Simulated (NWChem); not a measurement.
# HSe2F; SMILES F[Se][SeH]

```xyz
4

Se    -0.4065     0.9134    -0.0078
F      1.2053     1.6616    -0.0134
Se     0.0817    -1.3088    -0.0307
H      0.1954    -1.5121     1.4303
```
Atoms are numbered in this order, from 1.

Computed with NWChem. Coordinates come from a PBE0/def2-SVP optimisation. Ions are spin-unrestricted doublets at the neutral geometry; other ion states weren't tried.

Task: Estimate the computed values for PBE/def2-SVP. Quantities: vertical ionisation energy, ΔSCF (eV); −ε(HOMO) (eV).

Result: 
```yaml
vertical ionisation energy, ΔSCF (eV): 9.07
"−ε(HOMO) (eV)": 5.60
```
